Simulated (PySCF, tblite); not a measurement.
Calculations on `[H]/N=C\CCB(F)F`, in the order of a workflow; each names the level of the geometry that it ran on. Settings lines and outputs come from a driver script.

C₃H₆BF₂N.
SMILES with atom numbers: `[H]/[N:1]=[CH:2]\[CH2:3][CH2:4][B:5]([F:6])[F:7]` (hydrogens: H8 on N1; H9 on C2; H10, H11 on C3; H12, H13 on C4)

Step 1: GFN2-xTB geometry optimisation, gas phase (tblite 0.8.0) (from a force-field or distance-geometry start)
```json
{"job": {"kind": "relax", "xc": "GFN2-xTB", "basis": "xTB"}, "charge": 0, "multiplicity": 1}
```
```
step      E/eV     max force
  0    -629.56854    3.621
  1    -630.00814    2.392
  2    -630.08211    3.674
...
146    -630.34404    0.011
147    -630.34405    0.013
148    -630.34406    0.014
149    -630.34407    0.012
150    -630.34408    0.006
```

Energy lowered by 17.9 kcal/mol over 150 steps; largest atomic force 0.006 eV/Å at the end. «max force» is the largest atomic force in eV/Å.

Time: 2.1 s wall. Hardware: an Intel Xeon at 2.50 GHz with one thread, no GPU, shared host.

Step 2: GFN2-xTB harmonic vibrations, gas phase (tblite 0.8.0) (on the GFN2-xTB geometry)
```json
{"job": {"kind": "ir", "xc": "GFN2-xTB", "basis": "xTB"}, "charge": 0, "multiplicity": 1}
```
```
(table of modes left out)
```

33 modes from 25 to 3306 cm⁻¹ (unscaled, harmonic); zero-point energy 59.1 kcal/mol; all wavenumbers are real at this level.

Time: 0.82 s of wall time. Hardware: one thread of an Intel Xeon at 2.50 GHz, shared host with 64 logical CPUs at a one-minute load of 60.

Step 3: TDDFT wB97X-D/def2-SVPD, vertical, gas phase, core orbitals frozen in the response (PySCF 2.14.0, density-fitted response routines) (on the GFN2-xTB geometry)
```json
{"job": {"kind": "uv", "xc": "wB97X-D", "basis": "def2-SVPD", "nstates": 8, "ntriplets": 3}, "charge": 0, "multiplicity": 1}
```
```
...
Static polarisability (au): isotropic 56.861, principal 46.550 53.058 70.974
Singlet excitations
state   eV       nm        f      main configurations
  1   5.2567    235.9   0.00244   H->L 0.75, H->L+2 0.17
  2   7.5022    165.3   0.02243   H->L+3 0.39, H->L+1 0.20, H->L+4 0.14
  3   7.8857    157.2   0.02301   H->L+1 0.41, H->L+2 0.33
  4   8.0469    154.1   0.02545   H->L+3 0.26, H->L+4 0.21, H->L+2 0.20
  5   8.3805    147.9   0.21350   H-1->L 0.32, H->L+4 0.24, H->L+6 0.17
  6   8.5162    145.6   0.11597   H-1->L 0.42, H->L+4 0.12, H->L+1 0.11
  7   8.8895    139.5   0.01472   H-3->L 0.36, H-2->L 0.31
  8   8.9703    138.2   0.01123   H-1->L+3 0.23, H-1->L+1 0.16, H->L+5 0.14
Triplet excitations (Tamm-Dancoff, eV): 4.4980 5.4152 7.3218
```

HOMO -9.45 eV, LUMO 1.48 eV; lowest singlet 5.26 eV; lowest triplet 4.50 eV (Tamm–Dancoff); mean polarisability 56.9 au.

Time: 35 s of wall time (grids of density and orbitals included); peak memory 0.79 GiB. Hardware: one thread of an Arm Neoverse V1, no GPU (shared host).

Geometry of the electronic-property runs (GFN2-xTB):
```
atom  x, y, z in Å
N1    -2.7832    0.2505    0.1180
C2    -1.7076   -0.1712   -0.3627
C3    -0.3393    0.4404   -0.2685
C4     0.7111   -0.5953    0.1596
B5     2.1831   -0.0325    0.2549
F6     2.5177    1.1982   -0.0719
F7     3.1938   -0.7673    0.6716
H8    -2.7094    1.1224    0.6428
H9    -1.7651   -1.0999   -0.9257
H10   -0.3495    1.2779    0.4335
H11   -0.0745    0.8342   -1.2539
H12    0.4240   -1.0212    1.1256
H13    0.6944   -1.4357   -0.5410
```

 (This holds for the electronic-property runs.)

One conformer stands for the species.

wB97X-D is run here without its empirical dispersion term; that term would change no orbital, density or response property at a fixed geometry.
